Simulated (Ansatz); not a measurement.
C2H6F2Si, SMILES C[Si@H](F)CF.

Coordinates come from a PBE0-D3(BJ)/def2-SVP optimisation. The structure was generated by enumeration; whether it is a known compound was not checked. Other conformers were not sampled.

Two levels are set side by side: PBE/def2-SVPD (Ansatz, a quantum-chemistry and plane-wave program) and PBE0/def2-SVPD (Ansatz). Energy differences of separate SCF runs at the same geometry; the states with an electron removed or added have multiplicity 2 and 2. Differences are taken from unrounded values.

| quantity | PBE0 | PBE | PBE minus PBE0 |
|---|---|---|---|
| vertical ionisation energy (eV) | 10.89 | 10.42 | -0.47 |
| vertical singlet–triplet gap (eV) | 7.12 | 6.55 | -0.57 |
